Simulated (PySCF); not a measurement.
C₃H₅F₃, SMILES C[C@@H](F)C(F)F. Geometry optimised at PBE-D3(BJ)/def2-SVP. The structure was generated by enumeration; whether it is a known compound was not checked. The values are those of a single conformer.

**Question.** Give the equilibrium geometry at PBE-D3(BJ)/def2-SVP (PySCF confirms it by a frequency run) as Cartesian coordinates in Å. (An estimate is asked for; the answer gives what the named calculation found.)

**Answer.** Several could match; the one computed here: 
```xyz
11

C     -1.9159     0.2900    -0.0332
C     -0.5252     0.2945     0.5728
F     -0.3121    -0.8893     1.2657
C      0.5736     0.4428    -0.4796
F      1.7998     0.4031     0.1139
F      0.5049    -0.5771    -1.3869
H     -2.0041    -0.5429    -0.7573
H     -2.6731     0.1568     0.7623
H     -2.1253     1.2426    -0.5599
H     -0.4020     1.1396     1.2898
H      0.4748     1.4098    -1.0297
```
Charge 0, spin multiplicity 1.
